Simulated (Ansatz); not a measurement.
Stepwise reaction of `F[SiH](F)[SiH2]Cl` with hydrogen, as a gas-phase model of exchange steps in deposition or etching. ΔE in kJ/mol.

Computed with Ansatz on PBE0-D4/def2-TZVP structures; ΔE is electronic, products minus reactants. CBS: MP2 limit from def2 TZ/QZ plus the TZ coupled-cluster correction, frozen cores. This one scheme is used for every species. DFT in def2-TZVPP. B3LYP here is the variant with VWN-RPA as its local correlation; programs differ in this. One conformer a species, not always the lowest.

```json
{"step": "1", "reaction": "`F[SiH](F)[SiH2]Cl` + H₂ → `F[SiH2][SiH2]Cl` + H–F", "PBE-D4": "120.3", "B3LYP-D4": "128.5", "ωB97M-V": "127.9", "CCSD(T)/CBS": "124.0"}
{"step": "2", "reaction": "`F[SiH2][SiH2]Cl` + H₂ → `[SiH3][SiH2]Cl` + H–F", "PBE-D4": "90.6", "B3LYP-D4": "100.6", "ωB97M-V": "99.1", "CCSD(T)/CBS": "96.0"}
```

(1) By hand: ΔE of the 2 steps together at CCSD(T)/CBS.

Answers

(1) (124.0) + (96.0) = 220.0 kJ/mol, or 110.0 kJ/mol a step.

In ΔE each step is lower than the one before. All are uphill at CCSD(T)/CBS. PBE-D4 differs from CCSD(T)/CBS by -5.4 to -3.7 kJ/mol a step. Only this route is followed, and other bonds may react first. Isolated molecules leave out the surface, adducts and barriers. Largest T1 diagnostic: 0.012.
